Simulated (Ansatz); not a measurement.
ClFH₄N₂Si₂. The species carries charge 0 and has multiplicity 1. The bonds changed during the relaxation, so this is another structure than the one it started from.

```xyz
10

N     1.220    0.688   -0.533
Si    0.764   -0.567    0.428
Cl    2.326   -1.591    1.179
N    -0.792   -0.880    0.731
Si   -2.180    0.150   -0.140
F    -1.355    1.616    0.035
H     0.504    1.360   -0.792
H     2.159    0.884   -0.829
H    -1.078   -1.528    1.448
H    -1.568   -0.131   -1.527
```

(1) List the harmonic frequencies (cm⁻¹, unscaled) at PBE0-D4/def2-TZVP in Ansatz. (Estimate.)

(2) Is this a minimum?

(3) Give the ideal-gas thermochemistry at 298.15 K and 1 bar (rigid rotor, harmonic oscillator; point group C1, symmetry number 1).

## Answers

(1) Ansatz gave: 31, 85, 155, 162, 227, 282, 329, 365, 482, 491, 548, 576, 680, 800, 843, 881, 949, 1035, 1133, 1537, 1917, 3521, 3654, 3716.

(2) Yes, all 24 modes are real.

(3) Zero-point energy 146.0 kJ/mol; H(298) − E = 171.2 kJ/mol; entropy 391.8 J/(mol·K), of which translation 170.7, rotation 120.7, vibration 100.4; G(298) − E = 54.4 kJ/mol. Modes under 100 cm⁻¹ are hindered rotations or soft bends, so the harmonic entropy is rough.
